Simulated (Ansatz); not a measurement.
Harmonic frequencies (cm⁻¹) at PBE0-D4/def2-TZVP from Ansatz: 32, 93, 153, 235, 245, 369, 504, 506, 702, 724, 741, 814, 851, 921, 928, 1107, 1202, 1450, 1583, 2188, 2214, 2591, 3576, 3674.

Each molecule was computed in one conformer, which needn't be the lowest.

Task: Which molecule is it?
A. `NC[SiH2]O`
B. `[NH2][GeH2][O]BF`
C. `[SiH3]C1(S)CO1`
D. `O[CH]([AlH2])[SiH3]`

Result: B.
